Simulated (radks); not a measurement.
Effect of the nuclear size on the erbium ion Er3+, [Xe] 4f11. Calculated with a radial shooting solver on a logarithmic mesh with Libxc functionals: Dirac Kohn-Sham, exchange-only LDA, spin-unpolarised, spherical densities, finite nucleus; open shells are shared between the two j in proportion to 2j + 1; Fermi nuclear charge, rms radius 5.2516 fm. The rms radius is varied about that value; shifts are against it.

rms radius (fm)  total energy shift (eV)  density at nucleus (e/bohr^3)  1s1/2 shift (meV)  2s1/2 shift (meV)  4p1/2 shift (meV)  5s1/2 shift (meV)  5p1/2 shift (meV)  4f7/2 shift (meV)  6s1/2 (empty) shift (meV)
4.2065                             -11.6                      9.269e+05              -4760               -635              0.244              -5.42              0.161              0.665                     -0.929
4.8157                             -5.06                      8.913e+05              -2080               -277              0.106              -2.36              0.070              0.290                     -0.406
5.2516                                 0                      8.692e+05              0.000              0.000              0.000              0.000              0.000              0.000                      0.000
5.5877                              4.12                      8.538e+05               1690                225             -0.085               1.92             -0.057             -0.236                      0.330
6.1654                              11.6                      8.298e+05               4760                635             -0.239               5.42             -0.160             -0.666                      0.930

Slopes of the eigenvalues against <r^2> in GHz/fm^2, as finite differences over the two radii next to the reference (eigenvalue slopes, not the field-shift constants of lines): 1s1/2 113000, 2s1/2 15100, 4p1/2 -5.76, 5s1/2 129, 5p1/2 -3.82, 4f7/2 -15.8, 6s1/2 (empty) 22.1.
